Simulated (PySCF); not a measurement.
Pt3 at several levels of theory

Computed with PySCF 2.14.0 (density fitting, no spin-orbit coupling) at the geometry relaxed with TPSS:

```xyz
3
Pt3 (triplet)
Pt    0.0000    0.0000    2.3842
Pt    0.0000    0.0000    0.0000
Pt    0.0000    0.0000   -2.3842
```

| level | basis | state | HOMO (eV) | gap (eV) | charge on Pt1 (e) | dipole about the centre of mass (D) | largest force component (eV/Å) |
| --- | --- | --- | --- | --- | --- | --- | --- |
| TPSS | Pt def2-SVP with ECP60 | triplet | -5.50 | 0.10 | 0.17 | 0.00 | 0.01 |
| r2SCAN | the same | triplet | -5.76 | 0.42 | 0.14 | 0.00 | 0.37 |

HOMO and gap are taken over both spins. Charges are Mulliken's, which hang on the basis. The relaxation used the grid (50, 194), these runs (75, 302) or, all-electron (x2c bases, spin-free X2C Hamiltonian), (99, 590).

(1) A further run in the first row's basis gives HOMO (eV) -5.76, gap (eV) 0.13, charge on Pt1 (e) 0.10, dipole about the centre of mass (D) 0.06, largest force component (eV/Å) 0.22. Which level was it?
A. HF
B. BLYP
C. BP86

The relaxed state isn't the lowest spin state tried at its geometry. No frequency check is given that shows the relaxed geometry to be a minimum. The relaxed state is spin-contaminated (spin squared 3.01 against 2.00). Open shells may have lower solutions than the one found.

A gap near or under zero over both spins lies within a partly filled shell and is no excitation energy.

Some runs are spin-contaminated.

Results:

(1) B. The others give HOMO -7.34 eV (HF); -6.03 eV (BP86).
